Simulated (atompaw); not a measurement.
# Varying the PAW (atompaw) potential for Ga

Base potential:

* Element: gallium (Ga)
* Generator: atompaw 4.2.0.5
* Type: PAW
* Functional: PBEsol
* Relativity: scalar-relativistic
* Frozen core: [Ar]
* Valence charge: 13
* Reference configuration: 3d10 4s2 4p1
* Partial waves: 4s (bound): rc 2.20 bohr; 4s channel at 4.3 Ry: rc 2.95 bohr; 4p (bound): rc 2.95 bohr; 4p channel at 3.05 Ry: rc 2.95 bohr; 3d (bound): rc 1.15 bohr; 3d channel at -1 Ry: rc 1.15 bohr
* Local potential: vpsmatchnc scheme with l = 3 at 0 Ry, radius 2.90 bohr
* Core correction: smooth core density matched at 2.50 bohr
* Augmentation charge: gaussian compensation charge, radius 2.65 bohr; PAW radius 2.95 bohr; waves and projectors: modrrkj vanderbiltortho

Cutoffs, loose and tight: the cutoffs (Ry, on a coarse ladder) from which the occupation-weighted sum of valence levels, in a spherical-Bessel basis at the reference potential, stays within 10 and 1 mRy of its value at 400 Ry. They see the waves, projectors and local potential, not the compensation charge or the core. A dash means not determined.

A true bound ghost makes a file unfit for plane-wave use even where its test errors are small: the radial tests pick states by their node count and pass the ghost by.

Cutoffs are not given where the Bessel-basis levels miss the radial ones by over 6 mRy, ghosts where they miss by over 20 mRy; a channel whose overlap is not positive is not tested.

```tsv
change	outcome	cutoff, loose	cutoff, tight	bound ghosts
base	generated	80 Ry	110 Ry	none
wave 4s channel at 4.3 Ry: rc 2.95 bohr becomes 4s channel at 4.3 Ry: rc 2.42 bohr	failed: atompaw: The overlap operator has at least one negative eigenvalue!	–	–	–
reference 3d10 4s2 4p0	generated	80 Ry	180 Ry	p
waves 4s (bound); 4s channel at 4.3 Ry; 4p (bound); 4p channel at 3.05 Ry; 3d (bound); 3d channel at -1 Ry; augmentation gaussian compensation charge, radius 2.65 bohr; PAW radius 2.95 bohr; waves and projectors: bloechl	generated	30 Ry	40 Ry	none
augmentation gaussian compensation charge, radius 2.65 bohr; PAW radius 2.95 bohr; waves and projectors: custom polynom2 7 10 vanderbiltortho	generated	–	–	none
augmentation gaussian compensation charge, radius 2.30 bohr; PAW radius 2.95 bohr; waves and projectors: modrrkj vanderbiltortho	generated	80 Ry	110 Ry	none
core correction smooth core density matched at 2.56 bohr	generated	80 Ry	110 Ry	none
augmentation sinc compensation charge, radius 2.65 bohr; PAW radius 2.95 bohr; waves and projectors: modrrkj vanderbiltortho	generated	80 Ry	110 Ry	none
local potential vpsmatchnc scheme with l = 3 at 0 Ry, radius 2.76 bohr	generated	80 Ry	110 Ry	p
local potential troulliermartins scheme with l = 3 at 0 Ry, radius 2.90 bohr	generated	80 Ry	110 Ry	none
wave 4p (bound): rc 2.95 bohr becomes 4p (bound): rc 2.00 bohr	generated	80 Ry	110 Ry	none
```

(1) What comes out with this change to the base: all radii scaled by about 1.22 (s 2.68, p 3.60, d 1.40 bohr); local potential vpsmatchnc scheme with l = 3 at 0 Ry, radius 3.54 bohr; augmentation gaussian compensation charge, radius 3.22 bohr; PAW radius 3.60 bohr; waves and projectors: modrrkj vanderbiltortho; core correction smooth core density matched at 3.04 bohr?

Results:

(1) outcome: generated; cutoff, loose: 55 Ry; cutoff, tight: 120 Ry; bound ghosts: s.
